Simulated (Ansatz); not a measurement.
Ansatz (a program for electronic structure) input (CCSD(T)/aug-cc-pVDZ):

Ansatz 0.2 input:
```yaml
crystal:
  periodic: [false, false, false]
  atoms:
    - {symbol: B, position_ang: [-0.01069859, -0.00058005, -0.00039487]}
    - {symbol: F, position_ang: [0.52321272, 1.21310433, 0.03139084]}
    - {symbol: F, position_ang: [0.66500112, -0.96480943, -0.61096262]}
    - {symbol: N, position_ang: [-1.21669470, -0.28829682, 0.70891253]}
    - {symbol: H, position_ang: [-2.12356873, -0.21367615, 0.25573275]}
basis:
  gaussian:
    orbitals: aug-cc-pVDZ
magnetization: {spin_polarized: true, initial_magnetization: 1}
correlation: {method: ccsd_t, electrons: outside_noble_gas}
```

Output:

```
Functional definition: HF
integrals: 0.21 GiB planned
961 factors; integrals over basis functions are off by at most 8.3e-4 eV
mean field: 0.29 GiB planned
mean field evaluation 1: about -7582.4208 eV, gradient 2.4e1 eV
mean field evaluation 2: about -7582.4220 eV, gradient 2.4e1 eV
mean field evaluation 4: about -7584.7558 eV, gradient 2.3e0 eV
mean field evaluation 8: about -7584.7974 eV, gradient 1.3e-1 eV
mean field evaluation 16: about -7584.7898 eV, gradient 7.2e-1 eV
mean field evaluation 32: about -7584.4335 eV, gradient 7.6e0 eV
mean field evaluation 64: about -7583.1939 eV, gradient 2.3e-2 eV
mean field -7584.79770015 eV, -278.7361743200 hartree, gradient 1.1e-6 eV, S^2 0.759421; 5 other end points of the search recorded, 0 dependent functions left out
determinant -7584.79770015 eV, -278.7361743200 hartree, with singles and doubles -7602.12172364 eV, -279.3728204406 hartree
determinant -7583.19393357 eV, -278.6772369854 hartree, with singles and doubles -7600.53687879 eV, -279.3145784667 hartree
4 core orbitals not correlated
reference -7584.79770015 eV, -278.7361743200 hartree; 12, 11 occupied and 85, 86 virtual orbitals, 961 factors
second order -16.81536648 eV of doubles, -0.00000000 eV of singles
coupled cluster: 0.74 GiB planned
cycle   1  -17.29972099 eV  change   -5.5e-1 eV  update   3.8e-2
cycle   2  -17.35740335 eV  change   -5.8e-2 eV  update   9.0e-3
cycle   3  -17.36064657 eV  change   -3.2e-3 eV  update   5.3e-3
cycle   4  -17.36294596 eV  change   -2.3e-3 eV  update   1.2e-3
cycle   5  -17.36306059 eV  change   -1.1e-4 eV  update   5.2e-4
cycle   6  -17.36330474 eV  change   -2.4e-4 eV  update   2.2e-4
cycle   7  -17.36340578 eV  change   -1.0e-4 eV  update   1.0e-4
cycle   8  -17.36342043 eV  change   -1.5e-5 eV  update   3.4e-5
cycle   9  -17.36342572 eV  change   -5.3e-6 eV  update   1.4e-5
perturbative correction -0.44169711 eV, -0.0162320694 hartree
Total energy: -7602.60282298 eV, -279.3905005153 hartree
```

It need not be the lowest isomer of its formula.
